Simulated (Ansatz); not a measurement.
Relaxation of C$_{2}$H$_{9}$NSeSi (14 atoms, charge 0, multiplicity 1), to a largest force component of 0.015 eV/Å in at most 40 steps.

Method: RKS PBE0-D4/def2-SVP in Ansatz.

```xyz
14
Properties=species:S:1:pos:R:3:forces:R:3
C -1.510 0.182 0.188 -1.11 3.67 -0.76
C -0.331 -0.674 0.277 -0.04 -0.95 1.59
N -0.644 -1.800 1.144 -1.66 -1.62 -0.70
Se 1.277 0.357 0.965 -0.27 -0.34 -0.27
Si 1.755 1.203 -1.095 -0.90 0.90 0.89
H -1.371 1.074 -0.536 -0.07 -1.12 1.00
H -1.782 0.657 1.175 0.22 -0.49 -0.63
H -2.387 -0.344 -0.199 -0.19 -0.38 -0.03
H -0.084 -1.047 -0.692 0.65 -0.27 -1.08
H -0.710 -2.675 0.523 0.30 1.56 1.40
H -1.648 -1.687 1.516 2.08 -0.15 -0.58
H 1.964 0.123 -2.023 0.08 -0.77 -0.82
H 0.635 2.127 -1.567 0.39 -0.36 0.00
H 2.976 1.989 -0.943 0.54 0.33 0.00
```

Where does it end, and by what steps?

The run converged. The force dipped under the threshold on the way, but the program's further checks kept it going. After 19 steps the energy has fallen by 0.535 eV; H10 moved furthest, 0.90 Å.

```json
{"step": "0", "energy less start (eV)": "0.0000", "largest force component (eV/Å)": "3.668", "accepted": "yes"}
{"step": "1", "energy less start (eV)": "-0.3880", "largest force component (eV/Å)": "1.062", "accepted": "yes"}
{"step": "2", "energy less start (eV)": "-0.4494", "largest force component (eV/Å)": "0.465", "accepted": "yes"}
{"step": "3", "energy less start (eV)": "-0.4607", "largest force component (eV/Å)": "0.470", "accepted": "yes"}
{"step": "4", "energy less start (eV)": "-0.4767", "largest force component (eV/Å)": "0.237", "accepted": "yes"}
{"step": "5", "energy less start (eV)": "-0.4850", "largest force component (eV/Å)": "0.374", "accepted": "yes"}
{"step": "6", "energy less start (eV)": "-0.4967", "largest force component (eV/Å)": "0.171", "accepted": "yes"}
{"step": "7", "energy less start (eV)": "-0.5044", "largest force component (eV/Å)": "0.341", "accepted": "yes"}
{"step": "8", "energy less start (eV)": "-0.4818", "largest force component (eV/Å)": "1.463", "accepted": "no"}
{"step": "9", "energy less start (eV)": "-0.5149", "largest force component (eV/Å)": "0.183", "accepted": "yes"}
{"step": "10", "energy less start (eV)": "-0.5188", "largest force component (eV/Å)": "0.498", "accepted": "yes"}
{"step": "11", "energy less start (eV)": "-0.5267", "largest force component (eV/Å)": "0.280", "accepted": "yes"}
{"step": "12", "energy less start (eV)": "-0.5197", "largest force component (eV/Å)": "0.550", "accepted": "no"}
{"step": "13", "energy less start (eV)": "-0.5320", "largest force component (eV/Å)": "0.064", "accepted": "yes"}
{"step": "14", "energy less start (eV)": "-0.5334", "largest force component (eV/Å)": "0.048", "accepted": "yes"}
{"step": "15", "energy less start (eV)": "-0.5341", "largest force component (eV/Å)": "0.013", "accepted": "yes"}
{"step": "16", "energy less start (eV)": "-0.5344", "largest force component (eV/Å)": "0.025", "accepted": "yes"}
{"step": "17", "energy less start (eV)": "-0.5345", "largest force component (eV/Å)": "0.029", "accepted": "yes"}
{"step": "18", "energy less start (eV)": "-0.5346", "largest force component (eV/Å)": "0.016", "accepted": "yes"}
{"step": "19", "energy less start (eV)": "-0.5347", "largest force component (eV/Å)": "0.006", "accepted": "yes"}
```

```xyz
14
Properties=species:S:1:pos:R:3
C -1.665 0.299 0.215
C -0.487 -0.651 0.242
N -0.721 -1.722 1.168
Se 1.165 0.268 0.893
Si 1.800 1.160 -1.098
H -1.477 1.157 -0.445
H -1.875 0.672 1.228
H -2.563 -0.224 -0.158
H -0.246 -0.976 -0.791
H -0.032 -2.463 1.069
H -1.647 -2.123 1.031
H 1.910 0.099 -2.149
H 0.844 2.198 -1.599
H 3.133 1.792 -0.874
```

Whether the end is a true minimum wasn't checked by a vibrational analysis.

Run time: 120 s on 2 threads of Intel(R) Xeon(R) Platinum 8375C CPU @ 2.90GHz (Ice Lake), with other jobs on the host, peak memory 0.41 GiB.
